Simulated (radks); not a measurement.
Values are calculated unless marked as measured or tabulated.
Excited configurations of neutral selenium: one electron is placed in a higher orbital outside [Ar] 3d10 4s2 4p3. The ground configuration is [Ar] 3d10 4s2 4p4. Code: a radial shooting solver on a logarithmic mesh with Libxc functionals. Model: scalar-relativistic Kohn-Sham, LDA (Slater exchange, Perdew-Wang correlation), spin-polarised, spherical densities, point nucleus; open shells are filled with parallel spins first. Excitation = E - E(ground); binding = E(ion) - E, where the ion is the core of charge +1; n* = 1/sqrt(2 binding) in atomic units, and the quantum defect is n - n*.

outer orbital  excitation (eV)  binding (eV)  quantum defect  eigenvalue (eV)  <r> (bohr)
4d                       7.790         2.115           1.464           -0.710       6.984
4f                       8.969         0.936           0.186           -0.465       17.07
5s                       5.919         3.986           3.152           -2.319       5.592
5p                       7.350         2.555           2.692           -1.406       7.612
6s                       8.110         1.795           3.247           -1.117       12.28
6p                       8.563         1.342           2.816           -0.818       15.59
6f                       9.445         0.460           0.561           -0.295       44.00
7d                       9.349         0.556           2.055           -0.363       38.33
7f                       9.559         0.346           0.730           -0.232       61.43

The Delta-SCF ionisation energy is 9.905 eV (NIST Atomic Spectra Database: 9.752 eV, measured). Self-interaction in the functional shifts the binding energies and quantum defects, so they are the method's values and not measured ones. Open shells are spherical and high-spin; term and fine-structure splittings are not resolved.
